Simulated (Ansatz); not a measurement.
`[O]=[Mo]([F])(=[S])[Cl]` + H–F → `[O]=[Mo]([F])([F])=[S]` + HCl at 600 K and 1 bar (ligand exchange at a Mo–Cl bond).

Computed with Ansatz on PBE0-D4/def2-TZVP structures; ΔE is electronic, products minus reactants. CCSD(T)/CBS is the MP2 limit (def2-TZVPP, def2-QZVPP) plus CCSD(T) − MP2 in def2-TZVPP, frozen cores. This one scheme is used for every species. def2 core potentials past Kr. For Mo outer-core shells are correlated without core-valence functions, which leaves a few kJ/mol of doubt a bond.

| species | CCSD(T)/CBS energy (Eh) | H − E (kJ/mol) | S (J/(mol·K)) |
| --- | --- | --- | --- |
| `[O]=[Mo]([F])(=[S])[Cl]` | -1100.82483 | 70.4 | 409.4 |
| H–F | -100.39570 | 42.3 | 194.0 |
| `[O]=[Mo]([F])([F])=[S]` | -740.83114 | 71.2 | 396.3 |
| HCl | -460.38127 | 35.4 | 207.2 |

H − E and S are ideal-gas, rigid-rotor, harmonic terms from PBE0-D4/def2-TZVP, for one conformer and one mirror image of each species. 1 Eh = 2625.50 kJ/mol, R = 8.31446 J/(mol·K).

**Question.** By hand: ΔE, ΔH, ΔS and ΔG.

**Answer.** ΔE = (-740.83114) + (-460.38127) − (-1100.82483) − (-100.39570) = 0.00812 Eh = 21.3 kJ/mol. Δ(H − E) = 71.2 + 35.4 − 70.4 − 42.3 = -6.1, so ΔH = 15.2 kJ/mol. ΔS = 396.3 + 207.2 − 409.4 − 194.0 = 0.1 J/(mol·K). ΔG = 15.2 − 600 × (0.1)/1000 = 15.1 kJ/mol.

**Question.** By hand: the equilibrium constant, and the temperature at which ΔG would vanish if ΔH and ΔS stayed fixed.

**Answer.** log₁₀ K = −ΔG/(RT ln 10) = -1.3. ΔG = 0 at ΔH/ΔS = 152000 K, far beyond where these terms or the molecules hold.

The number of gas molecules stays the same, so ΔS is small and ΔH decides. A doubt of 5 kJ/mol in ΔE shifts log₁₀ K by 0.4 here. Other conformers and mirror images would add mixing entropy, several J/(mol·K) or more a flexible species. These are equilibria of isolated gas molecules and say nothing of rates. Largest T1 diagnostic: 0.025 (customary marks: 0.02 for closed shells, 0.045 for open ones).
